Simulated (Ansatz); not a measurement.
`[SiH3][SiH2][GeH3]` + `C[SiH2]N` → `C[SiH2][NH][GeH3]` + disilane at 700 K and 1 bar (cleavage of the Ge–Si bond).

Gas-phase electronic energies from Ansatz, PBE0-D4/def2-TZVP geometries. CCSD(T)/CBS is the MP2 limit (def2-TZVPP, def2-QZVPP) plus CCSD(T) − MP2 in def2-TZVPP, frozen cores. For Ge outer-core shells are correlated without core-valence functions, which leaves a few kJ/mol of doubt a bond. Scalar relativity is left out up to krypton. Each species was taken in one conformer, which may not be the lowest.

| species | CCSD(T)/CBS energy (Eh) | H − E (kJ/mol) | S (J/(mol·K)) |
| --- | --- | --- | --- |
| `[SiH3][SiH2][GeH3]` | -2659.06477 | 256.6 | 497.5 |
| `C[SiH2]N` | -386.08232 | 275.5 | 406.6 |
| `C[SiH2][NH][GeH3]` | -2463.39859 | 337.4 | 522.6 |
| `[SiH3][SiH3]` | -581.74359 | 186.9 | 363.0 |

H − E and S are ideal-gas, rigid-rotor, harmonic terms from PBE0-D4/def2-TZVP, for one conformer and one mirror image of each species. 1 Eh = 2625.50 kJ/mol, R = 8.31446 J/(mol·K).

Task: By hand: ΔE, ΔH, ΔS and ΔG.

Result: ΔE = (-2463.39859) + (-581.74359) − (-2659.06477) − (-386.08232) = 0.00491 Eh = 12.9 kJ/mol. Δ(H − E) = 337.4 + 186.9 − 256.6 − 275.5 = -7.8, so ΔH = 5.1 kJ/mol. ΔS = 522.6 + 363.0 − 497.5 − 406.6 = -18.5 J/(mol·K). ΔG = 5.1 − 700 × (-18.5)/1000 = 18.0 kJ/mol.

Task: By hand: the equilibrium constant, and the temperature at which ΔG would vanish if ΔH and ΔS stayed fixed.

Result: log₁₀ K = −ΔG/(RT ln 10) = -1.3. ΔH and −TΔS have one sign here, so there is no such temperature.

TΔS isn't small against ΔH here. A doubt of 5 kJ/mol in ΔE shifts log₁₀ K by 0.4 here. Other conformers and mirror images would add mixing entropy, several J/(mol·K) or more a flexible species. Modes under 60 cm⁻¹, often nearly free rotors, make the harmonic entropy too high. These are equilibria of isolated gas molecules and say nothing of rates. Largest T1 diagnostic: 0.013 (customary marks: 0.02 for closed shells, 0.045 for open ones).
